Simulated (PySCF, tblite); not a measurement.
Isomers of C6H13FSSi. Calculated harmonic vibrations of the isolated species, GFN2-xTB (tblite), most abundant isotopes, no scaling. This tight-binding method is rough: wavenumbers can miss measured ones by several per cent, in bad cases by 10 to 20. Modes of hydrogen on silicon can be 10 to 20 % off. One conformer each.

Electronic energies: PBE0/pcSseg-1 single points on the GFN2-xTB geometries (PySCF, gas phase).

| SMILES | electronic energy, lowest = 0 (kJ/mol) |
| --- | --- |
| CC[C@@]1(F)CS[SiH2][C@H]1C | 0.0 |
| CS/C=C(\C)C[SiH2]CF | 178.8 |
| CC[C@@](C)([SiH3])C(=S)CF | 189.6 |
| CCC/C=C(\[SiH2]F)SC | 6.0 |

Question: How do GFN2-xTB zero-point energies change the relative energies?

Answer: 
```csv
SMILES,ZPE (kJ/mol),of it from modes above 1550 cm⁻¹,electronic (kJ/mol),"with ZPE, lowest = 0 (kJ/mol)",lowest mode (cm⁻¹),rings
CC[C@@]1(F)CS[SiH2][C@H]1C,463.5,225.7,0.0,3.8,61,1
CCC/C=C(\[SiH2]F)SC,453.7,236.2,6.0,0.0,28,0
CS/C=C(\C)C[SiH2]CF,446.3,235.2,178.8,165.4,22,0
CC[C@@](C)([SiH3])C(=S)CF,450.5,221.1,189.6,180.4,46,0
```

The zero-point energies span 17.2 kJ/mol, from `CS/C=C(\C)C[SiH2]CF` to `CC[C@@]1(F)CS[SiH2][C@H]1C`. With it `CCC/C=C(\[SiH2]F)SC` becomes the lowest.

Question: And how do the electronic energies of GFN2-xTB itself compare?

Answer: `CC[C@@]1(F)CS[SiH2][C@H]1C` 0.0; `CCC/C=C(\[SiH2]F)SC` 12.4; `CS/C=C(\C)C[SiH2]CF` 207.9; `CC[C@@](C)([SiH3])C(=S)CF` 149.4 kJ/mol, lowest = 0. Against the energies above, taken from the same isomer `CC[C@@]1(F)CS[SiH2][C@H]1C`, the largest difference is 40.2 kJ/mol.

Question: What do entropy and thermal enthalpy add at 298.15 K and 1 bar (rigid rotor, harmonic oscillator, one conformer each)?

Answer: 
```json
{"SMILES": "CC[C@@]1(F)CS[SiH2][C@H]1C", "point group": "C1", "symmetry number": "1", "S (J/(mol K))": "426.8", "H − H(0) (kJ/mol)": "31.76", "ZPE + H − H(0) − TS (kJ/mol)": "368.0"}
{"SMILES": "CCC/C=C(\\[SiH2]F)SC", "point group": "C1", "symmetry number": "1", "S (J/(mol K))": "491.8", "H − H(0) (kJ/mol)": "37.12", "ZPE + H − H(0) − TS (kJ/mol)": "344.2"}
{"SMILES": "CC[C@@](C)([SiH3])C(=S)CF", "point group": "C1", "symmetry number": "1", "S (J/(mol K))": "455.5", "H − H(0) (kJ/mol)": "35.14", "ZPE + H − H(0) − TS (kJ/mol)": "349.9"}
```

Not tabulated: `CS/C=C(\C)C[SiH2]CF` (lowest mode only 22 cm⁻¹).
